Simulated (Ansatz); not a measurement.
Calculated with Ansatz (gas phase, PBE0-D4/def2-TZVP geometries, no zero-point term in ΔE). CCSD(T)/CBS adds triple-zeta CCSD(T) − MP2 to the extrapolated MP2 energy (def2 sets, frozen cores). This one scheme is used for every species. Functionals use def2-TZVPP. B3LYP here is the variant with VWN-RPA as its local correlation; programs differ in this. Each species was taken in one conformer, which may not be the lowest.

`[SiH3]BCl` + silanol → `[SiH3]BO[SiH3]` + HCl  (ligand exchange at a B–Cl bond)

```csv
level,ΔE (kJ/mol),difference from CCSD(T)/CBS
r2SCAN0-D4,-37.4,1.9
revPBE,-30.8,8.5
r2SCAN,-35.8,3.5
B3LYP,-41.1,-1.8
r2SCANh,-36.1,3.2
LC-ωPBE,-38.5,0.8
RPA@PBE/def2-TZVPP,-42.9,-3.6
CCSD/def2-SVP,-50.9,-11.6
CCSD(T)/def2-SVP,-50.8,-11.5
HF/CBS(def2),-45.6,-6.3
CCSD(T)/CBS,-39.3,0
```

Largest T1 diagnostic among the species: 0.014.

Leaving LDA and LC-ωPBE aside and taking each functional with its dispersion term where it has one, the values, not all of them listed here, spread over 11.9 kJ/mol, from CAM-B3LYP-D4 to revPBE-D4. LDA lies −7.3 kJ/mol from PBE without D4. At CCSD(T), def2-SVP lies −11.5 kJ/mol from the extrapolated value and def2-TZVPP −2.3 kJ/mol.
